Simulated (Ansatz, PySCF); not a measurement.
Reaction R1 → P1 + P2, each structure at its B3LYP-D3(BJ)/def2-TZVP stationary point, reached from a drawn start (curvature not checked).
R1: BH3O3 (SMILES OB(O)O), charge 0, multiplicity 1.
P1: BHO2 (SMILES O=BO), charge 0, multiplicity 1.
P2, H2O (SMILES O) (charge 0, multiplicity 1, Z-matrix in Å and degrees):
```
O
H 1 0.9627
H 1 0.9627 2 105.24
```

P less R. No zero-point or thermal terms. One arrangement of each flexible species, with no search for the lowest.

Frozen-core correlation throughout.

Run with Ansatz (Gaussian basis) for Hartree–Fock, density functionals and correlated methods; PySCF for M06-2X and the D3/D4 terms. Each number belongs to the level named beside it.

The comparison value is 210.8 kJ/mol (CCSD(T)/cc-pVQZ). It is a level with limits of its own, not the exact answer.

### Question
Order these levels by how close they come to the comparison value for the reaction energy, closest first: M06-2X/def2-TZVPP, PBE-D3(BJ)/def2-TZVPP, CAM-B3LYP-D4/def2-TZVPP, revPBE/def2-TZVPP. Give each level's value less the comparison value.

### Answer
CAM-B3LYP-D4/def2-TZVPP (5.6 kJ/mol), PBE-D3(BJ)/def2-TZVPP (-9.0 kJ/mol), M06-2X/def2-TZVPP (12.7 kJ/mol), revPBE/def2-TZVPP (-31.5 kJ/mol)

Ansatz is a first-principles code.
